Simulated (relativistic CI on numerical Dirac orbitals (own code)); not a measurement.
**Radial parameters of Tm LXIII**

Computed by Dirac-Coulomb-Breit CI, KLI orbitals optimised for each configuration, a model potential for QED, unscaled Slater integrals (own radial code, finite nucleus).

Slater integrals F^k, G^k are unscaled and averaged over j, outside the closed core 1s2; ζ comes from projecting the Hamiltonian with its Breit term on Σ l·s of the shell.

- 2s2.2p3: F^2(2p,2p) = 1.3072e+06, ζ(2p) = 5.5803e+06 cm⁻¹; <r>(2p) = 0.072, <r^2>(2p) = 0.006315 (bohr units).
- 2s.2p4: F^2(2p,2p) = 1.3059e+06, G^1(2s,2p) = 1.4041e+06, ζ(2p) = 5.5656e+06 cm⁻¹; <r>(2s) = 0.08166, <r^2>(2s) = 0.007909, <r>(2p) = 0.07208, <r^2>(2p) = 0.006328 (bohr units).
- 2p5: ζ(2p) = 5.5512e+06 cm⁻¹; <r>(2p) = 0.07218, <r^2>(2p) = 0.006346 (bohr units).

Averages of the first 10 configurations, taken without configuration mixing, which lowers the lowest level and can move excited configurations by several eV; other configurations of the list can lie among them:

```tsv
Configuration	Parity	States	Average energy above the lowest level (eV)
2s2.2p3	odd	20	1032.9
2s.2p4	even	30	2053.9
2p5	odd	6	3132.4
2p4.3s	even	30	11055.7
2p4.3p	odd	90	11346.9
2p4.3d	even	150	11588.2
2s2.2p2.3s	even	30	9025.4
2s2.2p2.3p	odd	90	9327.1
2s2.2p2.3d	even	150	9568.5
2s.2p3.3s	odd	80	10011.6
```
